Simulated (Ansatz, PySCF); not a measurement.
Species: PbBr, net charge 1, singlet state. 
Coordinates optimised at B3LYP-D3(BJ)/def2-TZVP (Ansatz, an electronic-structure program):
```xyz
2

Pb     0.0000     0.0000    -0.7513
Br     0.0000     0.0000     1.7602
```
Charge +1, spin multiplicity 1.

Total electronic energies in hartree. Valence correlation only, unless marked. Spin-orbit coupling is left out. Frozen are the shells of the preceding noble gas and the d and f shells that filled before the atom's block. In def2 rows, elements after Kr have scalar-relativistic effective core potentials. Basis-set limits of correlation are two-point, X^-3; Hartree-Fock from the larger set. The bracket is a focal-point correction in the basis named.

```csv
level,program,energy (Eh)
HF/def2-QZVPP,Ansatz,-2764.12470
HF/def2-QZVPPD,Ansatz,-2764.12480
RI-HF/def2-TZVPPD,Ansatz,-2764.07458
PBE-D4/def2-TZVPD,Ansatz + dftd4,-2766.47554
BLYP-D3(BJ)/def2-TZVPD,Ansatz + dftd3,-2766.84199
TPSS-D3(BJ)/def2-TZVPD,PySCF + dftd3,-2766.68308
B97M-V/def2-TZVPD,Ansatz,-2766.36302
PBE0-D4/def2-TZVP,Ansatz + dftd4,-2766.52750
PBE0/def2-TZVPD,Ansatz,-2766.52646
PBE0/def2-TZVPD,PySCF,-2766.52650
r2SCANh-D4/def2-TZVPD,Ansatz + dftd4,-2766.87301
LC-wPBE/def2-TZVPD,Ansatz,-2766.48415
B2PLYP/def2-TZVPD,Ansatz,-2766.08426
MP2/def2-SVP,Ansatz,-2763.91107
MP2/def2-QZVPPD,Ansatz,-2764.35433
SCS-MP2/def2-SVP,Ansatz,-2763.90773
SCS-MP2/def2-TZVPPD,Ansatz,-2764.28228
CCSD/def2-SVP,Ansatz,-2763.92827
CCSD/def2-TZVPPD,Ansatz,-2764.30254
"CCSD/CBS(def2-TZVPP,def2-QZVPP)",Ansatz,-2764.3857
"RI-MP2/CBS(def2-TZVPPD,def2-QZVPPD)+[CCSD(T)-MP2]/def2-TZVPPD",Ansatz,-2764.3997
"RI-MP2/CBS(def2-TZVPP,def2-QZVPP)+[CCSD(T)-MP2]/def2-QZVPP",Ansatz,-2764.3992
"CCSD(T)/CBS(def2-TZVPPD,def2-QZVPPD)",Ansatz,-2764.3990
```

Totals of different functionals don't rank their quality; only differences between species are comparable.
